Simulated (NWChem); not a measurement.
System: CH$_{7}$BP$_{2}$; SMILES CB(P)P

NWChem printed, in part:

```
             Northwest Computational Chemistry Package (NWChem) 7.3.0
             --------------------------------------------------------

 CS  symmetry detected

                             Geometry "geometry" -> ""
                             -------------------------

 Output coordinates in angstroms (scale by  1.889725989 to convert to a.u.)

  No.       Tag          Charge          X              Y              Z
 ---- ---------------- ---------- -------------- -------------- --------------
    1 B                    5.0000     0.36215337    -0.03111863     0.00000000
    2 C                    6.0000     1.93868643     0.04157139     0.00000000
    3 H                    1.0000     2.36386742     0.52105734    -0.88980866
    4 H                    1.0000     2.36386742     0.52105734     0.88980866
    5 H                    1.0000     2.31039085    -0.99604464     0.00000000
    6 P                   15.0000    -0.58903511     0.09881788    -1.65931948
    7 H                    1.0000     0.23485245    -0.71562416    -2.48015036
    8 H                    1.0000    -1.63983139    -0.83659662    -1.47737421
    9 P                   15.0000    -0.58903511     0.09881788     1.65931948
   10 H                    1.0000    -1.63983139    -0.83659662     1.47737421
   11 H                    1.0000     0.23485245    -0.71562416     2.48015036

 Effective nuclear repulsion energy (a.u.)     186.7737694991

      Symmetry information
      --------------------

 Group name             Cs
 Group number              2
 Group order               2
 No. of unique centers     7

                                 NWChem DFT Module
                                 -----------------

 Summary of "ao basis" -> "ao basis" (spherical)
 ------------------------------------------------------------------------------
       Tag                 Description            Shells   Functions and Types
 ---------------- ------------------------------  ------  ---------------------
 B                          def2-svp                 6       14   3s2p1d
 C                          def2-svp                 6       14   3s2p1d
 H                          def2-svp                 3        5   2s1p
 P                          def2-svp                 8       18   4s3p1d

      Symmetry analysis of basis
      --------------------------

        a'         57
        a"         42

            General Information
            -------------------
          SCF calculation type: DFT
          Wavefunction type:  closed shell.
          No. of atoms     :    11
          No. of electrons :    48
           Alpha electrons :    24
            Beta electrons :    24
          Charge           :     0
          Spin multiplicity:     1
          Use of symmetry is: on ; symmetry adaption is: on
          Maximum number of iterations: 150
          AO basis - number of functions:    99
                     number of shells:    49
          Convergence on energy requested:  1.00D-06
          Convergence on density requested:  1.00D-05
          Convergence on gradient requested:  5.00D-04

              XC Information
              --------------
                    Becke 1988 Exchange Functional  1.000
              Lee-Yang-Parr Correlation Functional  1.000

             Grid Information
             ----------------
          Grid used for XC integration:  medium
          Radial quadrature: Mura-Knowles
          Angular quadrature: Lebedev.
          Tag              B.-S. Rad. Rad. Pts. Rad. Cut. Ang. Pts.
          ---              ---------- --------- --------- ---------
          B                   0.85       49           8.0       434
          C                   0.70       49          11.0       434
          H                   0.35       45          12.0       434
          P                   1.00       88          11.0       590
          Grid pruning is: on
          Number of quadrature shells:   366
          Spatial weights used:  Erf1

      Superposition of Atomic Density Guess
      -------------------------------------

 Sum of atomic energies:        -746.69907891

      Non-variational initial energy
      ------------------------------

 Total energy =    -748.567306
 1-e energy   =   -1400.225294
 2-e energy   =     464.884218
 HOMO         =      -0.255151
 LUMO         =      -0.011461

      Symmetry analysis of molecular orbitals - initial
      -------------------------------------------------

  Numbering of irreducible representations:

     1 a'          2 a"

  Orbital symmetries:

     1 a"          2 a'          3 a'          4 a'          5 a'
     6 a"          7 a'          8 a"          9 a'         10 a"
    11 a'         12 a"         13 a'         14 a'         15 a"
    16 a'         17 a"         18 a'         19 a'         20 a"
    21 a'         22 a"         23 a'         24 a"         25 a'
    26 a'         27 a'         28 a"         29 a"         30 a'
    31 a'         32 a"         33 a'         34 a"

     ---------------------------------------------
      Total Density - Mulliken Population Analysis
     ---------------------------------------------

    Atom       Charge   Shell Charges
 -----------   ------   -------------------------------------------------------
    1 B    5     4.97   1.99  0.95  0.17  1.26  0.53  0.06
    2 C    6     6.42   1.99  0.97  0.20  2.14  1.10  0.02
    3 H    1     0.88   0.66  0.19  0.03
    4 H    1     0.88   0.66  0.19  0.03
    5 H    1     0.86   0.64  0.18  0.03
    6 P   15    15.12   2.00  1.99  1.15  0.51  5.94  1.45  2.01  0.06
    7 H    1     0.94   0.64  0.28  0.02
    8 H    1     0.94   0.64  0.28  0.02
    9 P   15    15.12   2.00  1.99  1.15  0.51  5.94  1.45  2.01  0.06
   10 H    1     0.94   0.64  0.28  0.02
   11 H    1     0.94   0.64  0.28  0.02

   convergence    iter        energy       DeltaE   RMS-Dens  Diis-err
 ---------------- ----- ----------------- --------- --------- ---------
 d= 0,ls=0.0,diis     1   -749.4931570594 -9.36D+02  9.09D-03  4.11D-01
 d= 0,ls=0.0,diis     2   -749.5244760160 -3.13D-02  5.35D-03  1.17D-01
 d= 0,ls=0.0,diis     3   -749.5305034394 -6.03D-03  2.92D-03  7.75D-02
 d= 0,ls=0.0,diis     4   -749.5430995698 -1.26D-02  7.63D-04  3.64D-03
 d= 0,ls=0.0,diis     5   -749.5437371799 -6.38D-04  2.04D-04  3.67D-04
  Resetting Diis
 d= 0,ls=0.0,diis     6   -749.5437943232 -5.71D-05  4.74D-05  1.59D-05
 d= 0,ls=0.0,diis     7   -749.5437968900 -2.57D-06  3.13D-05  1.16D-06
 d= 0,ls=0.0,diis     8   -749.5437966867  2.03D-07  1.80D-05  2.27D-06
 d= 0,ls=0.0,diis     9   -749.5437970993 -4.13D-07  1.31D-06  1.13D-08

         Total DFT energy =     -749.543797099343
      One electron energy =    -1403.984403252099
           Coulomb energy =      526.124618702051
    Exchange-Corr. energy =      -58.457782048385
 Nuclear repulsion energy =      186.773769499091

 Numeric. integr. density =       48.000011258824

                  Occupations of the irreducible representations
                  ----------------------------------------------

                     irrep           alpha         beta
                     --------     --------     --------
                     a'               14.0         14.0
                     a"               10.0         10.0

                       DFT Final Molecular Orbital Analysis
                       ------------------------------------

 Vector   22  Occ=2.000000D+00  E=-2.781125D-01  Symmetry=a"
              MO Center= -7.3D-03,  7.1D-04,  1.2D-15, r^2= 4.3D+00
   Bfn.  Coefficient  Atom+Function         Bfn.  Coefficient  Atom+Function
  ----- ------------  ---------------      ----- ------------  ---------------
     6      0.292226   1 B  pz               53      0.180068   6 P  pz
    81      0.180068   9 P  pz               62     -0.172640   7 H  s
    95      0.172640  11 H  s                46      0.169645   6 P  s
    74     -0.169645   9 P  s                56      0.165084   6 P  pz
    84      0.165084   9 P  pz               47      0.159075   6 P  s

 Vector   23  Occ=2.000000D+00  E=-2.345604D-01  Symmetry=a'
              MO Center= -3.5D-01,  1.8D-01,  3.1D-14, r^2= 4.5D+00
   Bfn.  Coefficient  Atom+Function         Bfn.  Coefficient  Atom+Function
  ----- ------------  ---------------      ----- ------------  ---------------
    55      0.233821   6 P  py               83      0.233821   9 P  py
    47      0.230986   6 P  s                75      0.230986   9 P  s
    52      0.202191   6 P  py               80      0.202191   9 P  py
     4     -0.191646   1 B  px                5     -0.166359   1 B  py
    46      0.166394   6 P  s                74      0.166394   9 P  s

 Vector   24  Occ=2.000000D+00  E=-2.035592D-01  Symmetry=a"
              MO Center= -5.5D-01,  2.8D-01, -3.7D-14, r^2= 4.9D+00
   Bfn.  Coefficient  Atom+Function         Bfn.  Coefficient  Atom+Function
  ----- ------------  ---------------      ----- ------------  ---------------
    55      0.279273   6 P  py               83     -0.279273   9 P  py
    47      0.261344   6 P  s                75     -0.261344   9 P  s
     6     -0.235095   1 B  pz               52      0.216682   6 P  py
    80     -0.216682   9 P  py               56     -0.193064   6 P  pz
    84     -0.193064   9 P  pz               53     -0.161534   6 P  pz

 Vector   25  Occ=0.000000D+00  E=-7.134349D-02  Symmetry=a'
              MO Center=  1.0D-01, -7.3D-02,  3.1D-14, r^2= 3.9D+00
   Bfn.  Coefficient  Atom+Function         Bfn.  Coefficient  Atom+Function
  ----- ------------  ---------------      ----- ------------  ---------------
     8     -0.545570   1 B  py                5      0.533696   1 B  py
    47      0.462048   6 P  s                75      0.462048   9 P  s
    40     -0.265560   5 H  s                63     -0.263575   7 H  s
    68     -0.263306   8 H  s                91     -0.263306  10 H  s
    96     -0.263575  11 H  s                39     -0.137870   5 H  s

 Vector   26  Occ=0.000000D+00  E= 1.639136D-03  Symmetry=a'
              MO Center= -3.4D-01, -9.2D-02,  3.0D-13, r^2= 6.1D+00
   Bfn.  Coefficient  Atom+Function         Bfn.  Coefficient  Atom+Function
  ----- ------------  ---------------      ----- ------------  ---------------
    17      0.835055   2 C  s                54     -0.617649   6 P  px
    82     -0.617649   9 P  px               63      0.564126   7 H  s
    96      0.564126  11 H  s                68     -0.551387   8 H  s
    91     -0.551387  10 H  s                 7     -0.412166   1 B  px
    30     -0.241504   3 H  s                35     -0.241504   4 H  s

 Vector   27  Occ=0.000000D+00  E= 2.080600D-02  Symmetry=a'
              MO Center=  2.2D-01, -4.6D-01,  1.6D-13, r^2= 7.5D+00
   Bfn.  Coefficient  Atom+Function         Bfn.  Coefficient  Atom+Function
  ----- ------------  ---------------      ----- ------------  ---------------
    17      1.201251   2 C  s                47      0.783401   6 P  s
    75      0.783401   9 P  s                63     -0.694820   7 H  s
    96     -0.694820  11 H  s                 3     -0.672743   1 B  s
    55     -0.605978   6 P  py               83     -0.605978   9 P  py
    30     -0.547111   3 H  s                35     -0.547111   4 H  s

     ---------------------------------------------
      Total Density - Mulliken Population Analysis
     ---------------------------------------------

    Atom       Charge   Shell Charges
 -----------   ------   -------------------------------------------------------
    1 B    5     5.32   1.99  0.90  0.17  1.58  0.63  0.06
    2 C    6     5.90   1.98  0.91  0.08  2.15  0.75  0.02
    3 H    1     0.99   0.74  0.22  0.02
    4 H    1     0.99   0.74  0.22  0.02
    5 H    1     0.97   0.73  0.21  0.03
    6 P   15    14.85   2.00  1.98  1.24  0.40  5.92  1.55  1.68  0.08
    7 H    1     1.03   0.74  0.28  0.02
    8 H    1     1.03   0.74  0.27  0.02
    9 P   15    14.85   2.00  1.98  1.24  0.40  5.92  1.55  1.68  0.08
   10 H    1     1.03   0.74  0.27  0.02
   11 H    1     1.03   0.74  0.28  0.02

     -------------------------------------------
      Total Density - Lowdin Population Analysis
     -------------------------------------------

    Atom       Charge   Shell Charges
 -----------   ------   -------------------------------------------------------
    1 B    5     5.38   1.97  0.61  0.29  1.46  0.92  0.14
    2 C    6     6.12   1.96  0.57  0.31  1.91  1.32  0.06
    3 H    1     0.96   0.63  0.27  0.07
    4 H    1     0.96   0.63  0.27  0.07
    5 H    1     0.94   0.62  0.26  0.07
    6 P   15    14.72   2.00  1.94  0.86  0.50  5.81  1.57  1.91  0.12
    7 H    1     1.05   0.64  0.36  0.05
    8 H    1     1.05   0.64  0.36  0.05
    9 P   15    14.72   2.00  1.94  0.86  0.50  5.81  1.57  1.91  0.12
   10 H    1     1.05   0.64  0.36  0.05
   11 H    1     1.05   0.64  0.36  0.05

     Multipole analysis of the density
     ---------------------------------

     L   x y z        total         alpha         beta         nuclear
     -   - - -        -----         -----         ----         -------
     0   0 0 0     -0.000000    -24.000000    -24.000000     48.000000

     1   1 0 0      0.300359      0.150179      0.150179      0.000000
     1   0 1 0     -0.520577     -0.260289     -0.260289      0.000000
     1   0 0 1      0.000000      0.000000      0.000000      0.000000

     2   2 0 0    -29.948793   -114.281635   -114.281635    198.614477
     2   1 1 0      0.982523     -1.742064     -1.742064      4.466652
     2   1 0 1     -0.000000     -0.000000     -0.000000      0.000000
     2   0 2 0    -31.956271    -23.597520    -23.597520     15.238768
     2   0 1 1     -0.000000     -0.000000     -0.000000      0.000000
     2   0 0 2    -31.997487   -196.072007   -196.072007    360.146528
```

Level: BLYP/def2-SVP. Structure relaxed at the B3LYP/6-31G* (spherical d) level.

Reconstruct the input file.

Several could match; the one computed here: the input that was run:
```
start job
memory heap 200 mb stack 900 mb global 1100 mb
geometry units angstroms noautoz
  B      0.346141    -0.006841    -0.013918
  C      1.921599    -0.001303     0.079043
  H      2.348196    -0.924116     0.489988
  H      2.333398     0.849532     0.634873
  H      2.306107     0.085987    -0.950202
  P     -0.592783    -1.678092    -0.031720
  H      0.247902    -2.423892    -0.899418
  H     -1.633398    -1.428236    -0.962833
  P     -0.620318     1.629444     0.238117
  H     -1.657901     1.516628    -0.722596
  H      0.206755     2.519813    -0.496093
end
basis spherical
  B library def2-svp
  C library def2-svp
  H library def2-svp
  P library def2-svp
end
dft
  xc becke88 lyp
  iterations 150
  mulliken
end
task dft energy
```
